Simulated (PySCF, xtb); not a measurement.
AlBr₂, SMILES [Al]([Br])[Br], multiplicity 2.

Harmonic wavenumbers (cm⁻¹) from GFN2-xTB in xtb 6.7.1 at its own minimum, in rising order: 45, 209, 492.

Task: What does PySCF 2.14.0 with B3LYP-D3(BJ)/def2-TZVP give at its own minimum? (Estimate from the structure and the level; the computed values follow.)

Result: 93, 330, 447. Paired by order, the mean absolute difference is 72 cm⁻¹ and the zero-point energies are 1.1 and 1.2 kcal/mol.
